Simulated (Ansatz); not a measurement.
`B[SiH](F)CC=N`, relaxed with RKS PBE-D4/def2-SVP in Ansatz 0.2.0 from a rough embedded geometry. The force threshold is 0.03 eV/Å; the program also tests the step.

Charge 0, multiplicity 1.

Start:

```xyz
13

B    -0.841   -2.221   -1.183
Si   -0.770   -0.687    0.060
F    -0.773   -1.277    1.608
C     0.838    0.270   -0.172
C     0.891    1.441    0.732
N     0.076    2.453    0.662
H     0.044   -2.316   -1.964
H    -1.720   -2.915   -1.155
H    -1.966    0.188   -0.090
H     1.652   -0.362   -0.061
H     0.785    0.699   -1.254
H     1.652    1.444    1.534
H     0.134    3.283    1.283
```

Task: How much energy does the relaxation release, and in how many steps? (Best estimate.)

Result: Computed: 63.10 kJ/mol, in 17 steps, 1 of them rejected.

Task: Which bonds change most? (Best estimate.)

Result: Ansatz gave: B1–H8 from 1.120 to 1.215 Å; C4–H10 from 1.037 to 1.111 Å; C4–H11 from 1.166 to 1.111 Å; B1–H7 from 1.184 to 1.218 Å.

Task: Give the relaxed structure. (Best estimate.)

Result: The calculation gave: 
```xyz
13

B    -0.802   -2.255   -1.217
Si   -0.836   -0.705    0.057
F    -0.909   -1.176    1.639
C     0.761    0.325   -0.143
C     0.792    1.487    0.804
N     0.549    2.680    0.406
H    -0.807   -2.026   -2.413
H    -0.745   -3.416   -0.863
H    -2.027    0.188   -0.185
H     1.626   -0.351    0.031
H     0.790    0.695   -1.189
H     1.011    1.220    1.868
H     0.596    3.334    1.206
```
